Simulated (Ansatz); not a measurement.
Calculated with Ansatz (gas phase, PBE0-D4/def2-TZVP geometries, no zero-point term in ΔE). CCSD(T)/CBS adds triple-zeta CCSD(T) − MP2 to the extrapolated MP2 energy (def2 sets, frozen cores). This one scheme is used for every species. Double bonds are as drawn, so ΔE can hold a change between cis and trans. DFT in def2-TZVPP.

Consider the substitution at a C–F bond: `F/C=[CH]/[AlH2]` + HCl → `[AlH2]/[CH]=C/Cl` + H–F.

CCSD(T)/CBS gives -4.0 kcal/mol.

(1) Another level gave -3.1 kcal/mol. Which?
A. HF/def2-TZVPP
B. PBE-QIDH/def2-TZVPP
C. RPA@PBE/def2-TZVPP
D. ωB97X-V/def2-TZVPP

Largest T1 diagnostic among the species: 0.012.

## Answers

(1) B. PBE-QIDH -3.1, HF/def2-TZVPP 1.6, ωB97X-V -0.4, RPA@PBE/def2-TZVPP -1.5 kcal/mol.

The D4 term adds −1.3 kcal/mol with B3LYP and −0.7 kcal/mol with PBE0; it sums over pairs of atoms, weighted by their polarisabilities, and B3LYP, whose exchange is more repulsive, gets the larger term. At CCSD(T), def2-SVP lies +5.7 kcal/mol from the extrapolated value and def2-TZVPP +1.4 kcal/mol.

B3LYP here is the variant with VWN-RPA as its local correlation; programs differ in this.
